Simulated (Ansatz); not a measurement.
Cl2H4Si3: where a starting geometry ends

The starting geometry of this gas-phase singlet was optimised with GFN2-xTB.

```yaml
atoms:
  - { symbol: Cl, position_ang: [1.6729, -2.3766, -0.2929] }
  - { symbol: Cl, position_ang: [2.1582, 1.5790, -1.6987] }
  - { symbol: Si, position_ang: [-1.6907, -2.1125, 0.5349] }
  - { symbol: Si, position_ang: [-0.0480, -1.3881, -0.9389] }
  - { symbol: Si, position_ang: [0.3727, 0.8065, -1.1034] }
  - { symbol: H, position_ang: [-1.8582, -3.5695, 0.4775] }
  - { symbol: H, position_ang: [-1.5296, -1.7796, 1.9536] }
  - { symbol: H, position_ang: [-2.9559, -1.5130, 0.1005] }
  - { symbol: H, position_ang: [-0.5672, 1.5244, -1.9801] }
```

Where would you expect an optimisation with r2SCAN-D4/def2-SVP to take it?

It keeps its bonds.

The energy falls by 0.17 eV over 14 steps:

```tsv
step	E − E(last) (eV)
1	0.169
2	0.038
4	0.015
5	0.012
7	0.005
8	0.002
10	0.000
11	0.000
13	0.000
14	0.000
```

Final geometry (Å):

```yaml
atoms:
  - { symbol: Cl, position_ang: [1.8730, -2.4402, -0.1046] }
  - { symbol: Cl, position_ang: [2.0369, 1.6266, -1.7543] }
  - { symbol: Si, position_ang: [-1.6869, -2.0384, 0.4872] }
  - { symbol: Si, position_ang: [0.1663, -1.4964, -0.8448] }
  - { symbol: Si, position_ang: [0.2996, 0.6988, -1.1231] }
  - { symbol: H, position_ang: [-2.0605, -3.4628, 0.2381] }
  - { symbol: H, position_ang: [-1.4002, -1.8608, 1.9419] }
  - { symbol: H, position_ang: [-2.8173, -1.1526, 0.0723] }
  - { symbol: H, position_ang: [-0.8567, 1.2965, -1.8602] }
```

The end wasn't checked by frequencies. Run with Ansatz 0.2.0, 19 s on 2 threads of Intel(R) Xeon(R) 6975P-C (Granite Rapids) (shared host).
